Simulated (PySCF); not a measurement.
Computed with B3LYP-D3(BJ)/def2-TZVP (PySCF). Gas-phase values, no solvent. One relaxed conformer stands for a flexible species; it need not be the lowest. B3LYP has the VWN-RPA correlation part, as in Gaussian. Excitations are Tamm–Dancoff values on a coarser integration grid. The basis has no diffuse functions, so Rydberg states are missing or too high.

Reference species (SMILES): `O=CO[SiH3]` (O–C–O–Si torsion 0°) (neutral, multiplicity 1).

```yaml
HOMO–LUMO gap: 7.66 eV
S1–T1 gap (TDA): 0.57 eV
S1 excitation (TDA): 5.74 eV
S1 oscillator strength: 0.001
```

Changed species: `N#CC=O` (X = cyano; the reference has X = siloxy).

Task: Give the shifts of the HOMO–LUMO gap, S1–T1 gap (TDA), S1 excitation (TDA) and S1 oscillator strength.

Result: the HOMO–LUMO gap falls by 2.05 eV, to 5.61 eV; the S1–T1 gap (TDA) rises by 0.09 eV, to 0.66 eV; the S1 excitation (TDA) decreases by 1.95 eV, to 3.79 eV; the S1 oscillator strength stays essentially unchanged.
